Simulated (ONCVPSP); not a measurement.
**What one change does to a pseudopotential (W, ONCV)**

W (Z = 74), optimised norm-conserving Vanderbilt (ONCV), made with ONCVPSP 4.0.1 (PBE, non-relativistic). Core [Kr] 4d10 4f14, reference 5s2 5p6 5d4 6s1 (charge +1). Waves: 5s+6s: rc 2.15 bohr, ncon 5, nbas 8, qcut 4.2 1/bohr, 2 projectors; 5p: rc 1.85 bohr, ncon 4, nbas 7, qcut 6.6 1/bohr, 3 projectors, debl 2.3 Ha; 5d: rc 2.20 bohr, ncon 5, nbas 9, qcut 6.3 1/bohr, 2 projectors, debl 2.4 Ha. Local part: polynomial inside 1.20 bohr (lpopt 5, dvloc0 1 Ha). Core correction: none.

Change: d: rc 3.24.

Cutoffs: the cutoffs (Ha) at which the residual kinetic energy of the hardest occupied pseudo-wave falls to 1 and 0.1 mHa per electron; they do not see the model core or the augmentation charge, which bear on the density cutoff. Errors are all-electron minus pseudo energies relative to the spin-unpolarised reference configuration.

What does the change do?

The potential gets neither clearly harder nor softer (14 Ha and 36 Ha → 13 Ha and 36 Ha); the s channel sets the loose cutoff, while the largest relative change is in d, which becomes softer; of the 4 tests that both files solve, the error grows in 2 and shrinks in 0 by more than 15 % and 0.3 meV (median size 0.6 → 1.4 meV); neither file shows a bound ghost.

```csv
quantity,base,changed
"cutoff, loose",14 Ha,13 Ha
"cutoff, tight",36 Ha,36 Ha
loose cutoff by channel,"s 13 Ha, p 10 Ha, d 14 Ha","s 13 Ha, p 10 Ha, d 11 Ha"
bound ghosts,none,none
GHOST(+) flags under 300 eV,s at 47.2 eV,s at 47.2 eV
"error for 5s2 5p6 5d4 6s2, meV [ΔE -7.66 eV]",0.0,-0.3
"error for 5s2 5p6 5d4 6s0, meV [ΔE 13.89 eV]",+0.8,-2.4
"error for 5s2 5p6 5d3 6s0, meV [ΔE 40.04 eV]",+3.7,+29
"error for 5s2 5p6 5d4 6s0 6p2, meV [ΔE -0.80 eV]",+0.4,+0.2
s: phases at 2.19 bohr within 0.05 rad from the reference energy up to (Ha; the scan ends near 5),1.6,1.6
p: phases at 1.87 bohr within 0.05 rad from the reference energy up to (Ha; the scan ends near 5),to the end of the scan,to the end of the scan
```
